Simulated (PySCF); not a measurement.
H3InOS2. Atoms are numbered in the order given.

```xyz
7

In     0.2293    -0.0049     0.0000
O      2.2342    -0.0171     0.0000
H      2.6121     0.8737     0.0000
S     -1.0341     2.0650     0.0000
H      0.0807     2.8345     0.0000
S     -0.8243    -2.1710     0.0000
H     -2.0686    -1.6356     0.0000
```

The structure is a stationary point at B3LYP-D3(BJ)/def2-SVP. The def2 effective core potentials stand for the cores of In; spin–orbit coupling is left out. One conformer was computed; it need not be the lowest.

These are B3LYP/def2-TZVP (PySCF) values and carry that method's errors.

ESP charges are fitted to the potential on shells at 1.4 to 2.0 van der Waals radii. Atomic charges (e):

```tsv
atom	Mulliken	Löwdin	ESP fit
In1	0.80	-0.08	0.61
O2	-0.64	-0.32	-0.60
H3	0.30	?	0.32
S4	-0.38	?	-0.39
H5	0.14	?	0.18
S6	-0.37	?	-0.30
H7	0.15	?	0.17
```

What belongs in the gaps? (The exact figures need the calculation; the answer reports its results.)


- H3, Löwdin: 0.16
- S4, Löwdin: 0.05
- H5, Löwdin: 0.06
- S6, Löwdin: 0.07
- H7, Löwdin: 0.06
